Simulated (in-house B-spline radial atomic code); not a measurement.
A run on Tc (an excited or competing configuration) that did not converge. Method: scalar-relativistic (X2C) wB97X, spin-polarised, spherical fractional occupations, exact exchange averaged over the configuration, Fermi nucleus of rms radius 4.41117 fm; computed with an all-electron radial atomic-structure program (B-spline basis).

Command:
```bash
python run_scf.py task.json out
```
Settings (nuclear radius in fm, mass in u):
```
Z                43
configuration    [Kr] 4d5 5s1 6d1
hamiltonian      x2c
method           wb97x
spin_polarised   True
nucleus          fermi
rms_radius       4.41117
atomic_mass      96.90636
speed_of_light   137.035999084
exact_exchange   averaged over the configuration
```

First and last ten iterations of the last attempt (damped for 15 steps, keeping 80 % of the old Fock matrix, then DIIS):
```
 iter        energy (Eh)    residual
    1       -4277.589390    4.45e-01
    2       -4282.051271    2.64e-01
    3       -4283.574218    1.72e-01
    4       -4284.331265    1.26e-01
    5       -4284.750028    9.14e-02
    6       -4284.966044    6.36e-02
    7       -4285.077525    4.76e-02
    8       -4285.135066    3.66e-02
    9       -4285.164773    2.82e-02
   10       -4285.179956    2.20e-02
  111       -4285.196973    8.60e-04
  112       -4285.197137    9.08e-04
  113       -4285.197348    1.26e-03
  114       -4285.196842    6.67e-04
  115       -4285.196884    7.32e-04
  116       -4285.196619    6.73e-04
  117       -4285.196340    9.70e-04
  118       -4285.196127    1.17e-03
  119       -4285.196594    7.81e-04
  120       -4285.196107    1.24e-03
 not converged after 120 iterations
```

The smallest residual met was 5.7e-04; the threshold is about 4e-07. No energy from this run should be used. Run time, properties included: 51 s on 1 thread of Intel(R) Xeon(R) Platinum 8259CL CPU @ 2.50GHz, with other jobs on the host.
